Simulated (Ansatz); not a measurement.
The cluster Tl2H2. Charge 0, multiplicity 5. Geometry PBE0-D4/def2-TZVP.

| atom | x (Å) | y (Å) | z (Å) |
| --- | --- | --- | --- |
| Tl1 | -1.3822 | 0.3993 | 0.4904 |
| Tl2 | 1.3707 | -0.4168 | -0.4836 |
| H3 | 0.6925 | -0.6221 | -2.2005 |
| H4 | -0.6809 | 0.6396 | 2.1937 |

In the def2 sets Tl takes a core potential; there is no spin–orbit coupling. At PBE0-D4/def2-TZVP a singlet of charge 0 lies 4.45 eV below the quintet, each at its own geometry. The structure comes from a short search, and lower isomers may exist.

(1) Estimate the α-spin orbital energies around the gap (eV) in Ansatz with r2SCAN-D4/def2-TZVP, PBE0-D4/def2-TZVP, r2SCAN0-D4/def2-TZVP, BHLYP-D4/def2-TZVP, ωB97M-V/def2-TZVP.

Answers

(1) 
```csv
orbital,r2SCAN-D4/def2-TZVP,PBE0-D4/def2-TZVP,r2SCAN0-D4/def2-TZVP,BHLYP-D4/def2-TZVP,ωB97M-V/def2-TZVP
HOMO−13,-16.48,-18.04,-18.42,-20.02,-20.70
HOMO−12,-16.47,-18.02,-18.40,-19.98,-20.68
HOMO−11,-16.35,-17.91,-18.30,-19.90,-20.58
HOMO−10,-16.35,-17.90,-18.28,-19.86,-20.55
HOMO−9,-16.31,-17.86,-18.23,-19.81,-20.49
HOMO−8,-16.17,-17.73,-18.09,-19.67,-20.36
HOMO−7,-16.04,-17.61,-17.97,-19.58,-20.26
HOMO−6,-15.97,-17.53,-17.89,-19.49,-20.18
HOMO−5,-12.36,-13.40,-13.80,-14.73,-16.00
HOMO−4,-10.87,-11.87,-12.19,-13.12,-14.17
HOMO−3,-7.41,-8.08,-8.45,-9.12,-10.08
HOMO−2,-7.38,-8.05,-8.41,-8.95,-9.96
HOMO−1,-4.03,-4.52,-4.74,-5.03,-6.20
HOMO,-3.77,-4.17,-4.35,-4.56,-5.70
LUMO,-1.97,-1.50,-1.52,-0.86,-0.12
LUMO+1,-0.31,-0.13,0.11,0.45,0.94
LUMO+2,0.15,0.44,0.68,1.16,1.72
LUMO+3,0.18,0.45,0.69,1.20,1.74
LUMO+4,1.73,1.53,1.99,2.27,2.71
LUMO+5,2.22,1.86,2.39,2.46,2.73
β HOMO,-9.36,-10.01,-10.14,-10.75,-12.07
β LUMO,-4.68,-4.26,-3.91,-3.59,-2.78
```
